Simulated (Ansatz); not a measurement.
Frontier orbitals of ClFHNbO2 (`[O]=[Nb]([OH])([F])[Cl]`).

| atom | x (Å) | y (Å) | z (Å) |
| --- | --- | --- | --- |
| O1 | 1.223 | 1.127 | 0.624 |
| Nb2 | 0.379 | -0.132 | -0.110 |
| O3 | -1.446 | 0.289 | -0.039 |
| F4 | 0.946 | -0.263 | -1.880 |
| Cl5 | 0.794 | -2.065 | 1.058 |
| H6 | -1.896 | 1.044 | 0.346 |

The species carries charge 0 and has multiplicity 1. Correlated methods include outer-core shells of Nb, which these sets cover unevenly. Nb takes the def2 core potential. The structure was optimised at the PBE0-D4/def2-TZVP level. It is one conformer, not always the lowest. Basis def2-TZVPP, the Gaussian-basis code of Ansatz.

```tsv
functional	HOMO (eV)	LUMO (eV)	gap (eV)
PBE	-8.03	-2.92	5.11
revPBE	-7.96	-2.82	5.14
BLYP	-7.89	-2.83	5.06
B97M-V	-8.49	-2.79	5.70
PBE0	-9.53	-2.15	7.38
r2SCANh	-8.97	-2.55	6.42
HSE06 (plane-wave form)	-9.12	-2.52	6.60
ωB97M-V	-11.79	0.02	11.81
HF	-13.03	1.41	14.44
```

Against PBE, PBE0 changes HOMO and LUMO by −1.49 and +0.77 eV, ωB97M-V by −3.75 and +2.94 eV. A gap of 5.12 eV thus becomes 11.81 eV for the same molecule, so an orbital gap means little without its functional. A positive LUMO is unbound and depends on the basis.
